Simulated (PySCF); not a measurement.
## Calculated properties of `CCC1(C2CC2)[SiH2]C[SiH2]C[SiH2]1`

Species: C8H20Si3.
Cartesian coordinates in Å at the PBE0-D3(BJ)/def2-SVP level; atoms count from 1:
```
atom  x, y, z in Å
C1    -1.616    2.203    0.216
C2    -0.550    1.477   -0.595
C3    -0.420   -0.040   -0.318
C4    -1.711   -0.758   -0.700
C5    -1.996   -2.193   -0.355
C6    -2.818   -1.101    0.261
Si7    0.189   -0.345    1.465
C8     1.815    0.572    1.728
Si9    3.182    0.029    0.550
C10    2.575    0.125   -1.231
Si11   0.918   -0.739   -1.486
H12   -1.404    2.167    1.296
H13   -1.674    3.262   -0.076
H14   -2.609    1.756    0.063
H15    0.423    1.973   -0.433
H16   -0.769    1.615   -1.671
H17   -2.062   -0.461   -1.697
H18   -1.284   -2.721    0.286
H19   -2.453   -2.823   -1.123
H20   -3.850   -0.969   -0.073
H21   -2.664   -0.885    1.322
H22   -0.808    0.089    2.496
H23    0.429   -1.808    1.679
H24    2.150    0.403    2.766
H25    1.644    1.657    1.622
H26    3.548   -1.389    0.863
H27    4.405    0.873    0.740
H28    2.481    1.183   -1.529
H29    3.328   -0.328   -1.898
H30    0.436   -0.550   -2.894
H31    1.091   -2.206   -1.243
```

Structural features include: Si–H bond, C–Si bond and cyclopropane ring.

PBE0-D3(BJ)/def2-SVP geometry optimisation, gas phase (PySCF):

* Point group: C1
* Rotational constants A, B, C: 1.062, 0.537, 0.499 GHz

From PBE0/def2-SVPD ground state and vertical TDDFT (core frozen in the response) (PySCF):

* Dipole moment: 1.29 D
* HOMO energy: -7.19 eV
* LUMO energy: 0.18 eV
* HOMO–LUMO gap: 7.37 eV
* Lowest singlet excitation: 6.39 eV (194 nm, f = 0.013)
* Lowest triplet excitation (Tamm–Dancoff): 6.19 eV
* Static isotropic polarisability: 167.3 au
* Electronic spatial extent ⟨r²⟩ about the centre of nuclear charge: 2759 bohr²

**PBE0/pcSseg-1 ground state and GIAO shieldings, non-relativistic (PySCF)**

* Lowest Hirshfeld atomic charge: -0.25 e on C8/C10
* Highest Hirshfeld atomic charge: +0.33 e on Si9
* 13C chemical shifts (computed TMS as zero) by class: 30.2 (C2), 17.5 (C4), 16.2 (C3), 12.2 (C1), 4.2 (C5/C6), -11.6 (C8/C10) ppm
* 1H chemical shifts (computed TMS as zero) by class: 4.59 (H27), 4.27 (H22/H30), 4.21 (H26), 4.10 (H23/H31), 1.49 (H15/H16), 1.20 (H12/H13/H14), 0.51 (H18/H21), 0.39 (H19/H20), 0.21 (H17), -0.07 (H25/H28), -0.29 (H24/H29) ppm
* Isotropic shieldings of nuclei other than C and H, by class: 387 (Si7/Si11), 389 (Si9) ppm
* Mayer bond orders between heavy atoms: C1–C2 1.06, C2–C3 1.00, C3–C4 0.96, C4–C5 0.96, C5–C6 0.98, C3–Si7 0.84, Si7–C8 0.91, C8–Si9 0.91, Si9–C10 0.91, C10–Si11 0.90, Si11–C3 0.85, C6–C4 0.96

Monoisotopic mass from the formula: 200.0873 u.

The polarisability is 24.79 Å³ as a volume (1 au = 0.148185 Å³), or 1.52 au for each of the 110 electrons. The largest Löwdin shares of the HOMO are 0.24 on C3, 0.13 on C6, 0.13 on C4 and 0.12 on Si11. A dipole of 1.29 D is allowed in C1, and pure rotational transitions are dipole-allowed. The principal polarisabilities are 152.1, 161.1 and 188.6 au; their mean is the isotropic value. With B = h/(8π²I), that is 505.379 GHz u Å² over I, the principal moments of inertia are 475.8, 942.0 and 1012.4 u Å² (most abundant isotopes). The 10 singlets span 6.39 to 7.53 eV, and their oscillator strengths add up to 0.09. The vertical singlet–triplet gap S1 − T1 is 0.20 eV (TDDFT singlet less Tamm–Dancoff triplet; S1: HOMO→LUMO, weight 0.97; T1: HOMO→LUMO, weight 0.89). S1 lies 0.98 eV below the HOMO–LUMO gap; its leading configuration is HOMO→LUMO, weight 0.97.

One conformer (not necessarily the lowest) at the PBE0-D3(BJ)/def2-SVP geometry, without solvent or vibrations. NMR classes are plain means over equivalent atoms (diastereotopic ones count apart unless rotation or inversion swaps them), as if these changed places fast; in this geometry the members of some classes differ.
